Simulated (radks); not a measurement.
Effect of the nuclear size on neutral tellurium, [Kr] 4d10 5s2 5p4. Method: Dirac Kohn-Sham, PBE, spin-unpolarised, spherical densities, finite nucleus; open shells are shared between the two j in proportion to 2j + 1; Fermi nuclear charge, rms radius 4.7423 fm; computed with a radial shooting solver on a logarithmic mesh with Libxc functionals. The rms radius is varied about that value; shifts are against it.

rms radius (fm),total energy shift (eV),density at nucleus (e/bohr^3),1s1/2 shift (meV),2s1/2 shift (meV),4s1/2 shift (meV),4p1/2 shift (meV),5s1/2 shift (meV)
4.1211,-1.30,2.333e+05,-544,-63.3,-2.50,0.193,-0.285
4.5479,-0.423,2.296e+05,-177,-20.6,-0.815,0.063,-0.093
4.7423,0,2.28e+05,0.000,0.000,0.000,0.000,0.000
5.079,0.768,2.254e+05,321,37.4,1.48,-0.114,0.168
5.52,1.84,2.223e+05,770,89.6,3.54,-0.273,0.403

Slopes of the eigenvalues against <r^2> in GHz/fm^2, as finite differences over the two radii next to the reference (eigenvalue slopes, not the field-shift constants of lines): 1s1/2 23600, 2s1/2 2740, 4s1/2 108, 4p1/2 -8.35, 5s1/2 12.3.
